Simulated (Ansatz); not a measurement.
Geometry optimisation, DFT LDA, scalar-relativistic, plane waves, PAW (Ansatz).

Input file:

```yaml
crystal:
  lattice:
    - [7.522599, 0.0, 0.0]
    - [0.0, 7.522599, 0.0]
    - [0.0, 0.0, 7.522599]
  atoms:
    - { symbol: O, position: [0.5430784, 0.5031547, 0.1948883] }
    - { symbol: H, position: [0.4927424, 0.6214557, 0.1879052] }
    - { symbol: H, position: [0.4425228, 0.4281855, 0.2239706] }
    - { symbol: O, position: [0.3242434, 0.4486679, 0.6230157] }
    - { symbol: H, position: [0.2638162, 0.4991296, 0.7248969] }
    - { symbol: H, position: [0.2952307, 0.5289894, 0.5266606] }
    - { symbol: O, position: [0.2087964, 0.8107894, 0.2385083] }
    - { symbol: H, position: [0.2809268, 0.7553146, 0.1474185] }
    - { symbol: H, position: [0.1544063, 0.711545, 0.2999075] }
    - { symbol: O, position: [0.4051784, 0.8071597, 0.7396705] }
    - { symbol: H, position: [0.4055943, 0.9083492, 0.6600582] }
    - { symbol: H, position: [0.4041562, 0.7054365, 0.6607468] }
    - { symbol: O, position: [0.8800789, 0.3716764, 0.9480449] }
    - { symbol: H, position: [0.9453513, 0.4768701, 0.9126697] }
    - { symbol: H, position: [0.8591203, 0.309334, 0.8373572] }
    - { symbol: O, position: [0.9100559, -0.0002746, 0.1370218] }
    - { symbol: H, position: [0.9062672, 0.1129868, 0.0759064] }
    - { symbol: H, position: [0.8950104, -0.0869275, 0.0429872] }
    - { symbol: O, position: [0.7994893, 0.6325629, 0.383449] }
    - { symbol: H, position: [0.8793455, 0.628904, 0.2825172] }
    - { symbol: H, position: [0.8756633, 0.6081347, 0.4843369] }
    - { symbol: O, position: [0.2429265, 0.1655139, -0.0222612] }
    - { symbol: H, position: [0.329202, 0.0762491, -0.0564073] }
    - { symbol: H, position: [0.2293553, 0.148768, 0.1046758] }
    - { symbol: O, position: [0.0328782, 0.173511, 0.4176906] }
    - { symbol: H, position: [0.0360886, 0.2146924, 0.2957423] }
    - { symbol: H, position: [0.1335184, 0.0936632, 0.4262623] }
    - { symbol: O, position: [0.6340929, 0.1185875, 0.315227] }
    - { symbol: H, position: [0.5697269, 0.220225, 0.3611015] }
    - { symbol: H, position: [0.6871703, 0.16194, 0.2062273] }
    - { symbol: C, position: [0.8619559, 0.9620497, 0.6665285] }
    - { symbol: C, position: [0.8123105, 0.8222321, 0.7918107] }
    - { symbol: "N", position: [0.7722648, 0.7094507, 0.8928675] }
    - { symbol: H, position: [0.9720437, 1.0400867, 0.7198853] }
    - { symbol: H, position: [0.9029225, 0.9036108, 0.5401849] }
    - { symbol: H, position: [0.7491795, 1.0502548, 0.6429191] }
basis:
  ecutwfc: 420.0
kpoints:
  mp_grid: { grid: [1, 1, 1] }
hamiltonian:
  xc: lda
scf:
  occupations: { method: fermi_dirac, width: 0.05 }
  lower_state_search: "off"
relax:
  f_tol: 0.3
  max_steps: 15
  adjacent_minimum: "off"
```

Launched with:

```bash
$ ansatz run input.yaml --threads 1 --pin off --max-ram 3072MiB --backend cpu --events-out ev --progress --plain --runs-dir out
```

Problem. Where does it end, and by what steps?

Solution. The run ended unconverged. Limits of this set-up: coarse k mesh. After 14 steps the energy has fallen by 5.632 eV; H21 moved furthest, 1.59 Å.

```tsv
step	energy less start (eV)	largest force component (eV/Å)	accepted
0	0.0000	1.821	yes
1	-0.8753	1.637	yes
2	-1.5341	2.973	yes
3	-2.3197	3.156	yes
4	-3.0259	2.498	yes
5	-3.5631	1.435	yes
6	-3.9665	1.007	yes
7	-4.2771	1.644	yes
8	-4.6023	0.673	yes
9	-4.8082	0.651	yes
10	-5.0002	0.524	yes
11	-5.1787	0.471	yes
12	-5.3150	0.799	yes
13	-5.4884	0.765	yes
14	-5.6318	0.753	yes
```

```xyz
36
Lattice="7.5226 0.0000 0.0000 0.0000 7.5226 0.0000 0.0000 0.0000 7.5226" Properties=species:S:1:pos:R:3
O 3.651 3.096 1.666
H 2.957 3.817 1.790
H 3.386 2.634 0.835
O 2.225 4.190 5.290
H 2.305 3.343 5.813
H 1.840 3.937 4.431
O 1.814 5.010 1.898
H 1.866 5.554 1.095
H 0.840 4.790 2.022
O 2.729 6.991 5.423
H 3.219 7.177 4.590
H 2.578 6.001 5.424
O 6.627 2.740 7.100
H 6.711 3.725 7.241
H 6.073 2.649 6.304
O 6.662 0.794 1.299
H 6.573 1.546 0.617
H 6.698 -0.061 0.821
O 6.938 4.243 2.647
H 6.087 4.090 2.188
H 7.292 3.345 2.913
O 2.406 1.846 -0.704
H 2.553 0.955 -1.149
H 1.470 1.787 -0.390
O 0.595 1.897 3.200
H 0.146 1.359 2.477
H 1.566 1.734 3.065
O 4.469 1.035 3.173
H 4.093 1.860 2.741
H 5.170 0.778 2.525
C 6.630 6.895 4.812
C 6.681 6.157 6.031
N 6.755 5.551 7.015
H 7.436 7.653 4.774
H 6.779 6.184 3.971
H 5.661 7.412 4.665
```

The run took 45 s on 1 thread of Arm Neoverse V1 (shared host), peak memory 0.4 GiB.
